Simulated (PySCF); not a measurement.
WO₂FCl, SMILES [F][W](=[O])(=[O])[Cl], multiplicity 1.

Coordinates come from a PBE-D3(BJ)/def2-SVP optimisation. The multiplicity is an assumed one; no other spin state was optimised. The structure was generated by enumeration; whether it is a known compound was not checked. The def2 effective core potentials stand for the cores of W; spin–orbit coupling is left out.

All values below come from PBE-D3(BJ)/def2-SVP run with PySCF.

Frequencies are harmonic and unscaled.

Computed normal modes with their intensities:
| mode | ν (cm⁻¹) | IR (km/mol) | moving atoms (share of kinetic energy) |
|---|---|---|---|
| 1 | 139 | 2.7 | F 53 %, Cl 29 %, W 11 % |
| 2 | 172 | 5.1 | O 46 %, Cl 23 %, W 17 %, F 14 % |
| 3 | 234 | 2.0 | O 60 %, F 35 % |
| 4 | 236 | 7.8 | O 66 %, F 16 %, Cl 10 %, W 8 % |
| 5 | 344 | 2.6 | O 87 % |
| 6 | 416 | 43.6 | Cl 70 %, W 21 % |
| 7 | 694 | 83.4 | F 89 %, W 11 % |
| 8 | 978 | 132.6 | O 89 %, W 11 % |
| 9 | 1008 | 61.2 | O 94 % |
